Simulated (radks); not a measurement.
Valence configurations of Tl. Calculated with a radial shooting solver on a logarithmic mesh with Libxc functionals: scalar-relativistic Kohn-Sham, PBE, spin-polarised, spherical densities, finite nucleus; open shells are filled with parallel spins first (spin-orbit coupling, left out, can overturn this in heavy ions); Fermi nuclear charge, rms radius 5.4759 fm. Energies are relative to [Hg] 6p1; eigenvalues in eV for spin up.

valence                     E (eV)  moment (Bohr magnetons)    e(4f)    e(5d)   e(6p)    e(6s)
[Hg] 6p1                     0.000                        1  -113.99  -15.485  -2.615   -9.732
[Xe] 4f14 5d10 6s1 6p2       6.265                        3  -115.66  -17.237  -3.686  -11.311
[Xe] 4f14 5d9 6s2 6p2       13.998                        3  -119.65  -20.048  -3.945  -12.121
[Xe] 4f14 5d10 6p3          14.022                        3  -117.43  -18.817  -4.424        -
[Xe] 4f14 5d8 6s2 6p3       30.355                        5  -125.28  -24.463  -5.139  -14.280
[Xe] 4f13.5 5d10 6s2 6p1.5  57.725                        2  -123.42  -18.382  -3.293  -10.976
[Xe] 4f13 5d10 6s2 6p2      119.54                        3  -133.02  -21.312  -3.938  -12.173
[Xe] 4f13 5d10 6s1 6p3      126.33                        5  -134.49  -22.847  -4.863  -13.539
[Xe] 4f13 5d9 6s2 6p3       137.84                        5  -138.83  -25.884  -5.153  -14.381
[Xe] 4f12 5d8 6s2 6p5       307.95                        5  -165.26  -36.858  -6.880  -18.163

NIST lists [Hg] 6p1 as the ground configuration; this level of theory agrees among the configurations tried. The energies are those of spherical high-spin densities, not of single terms.
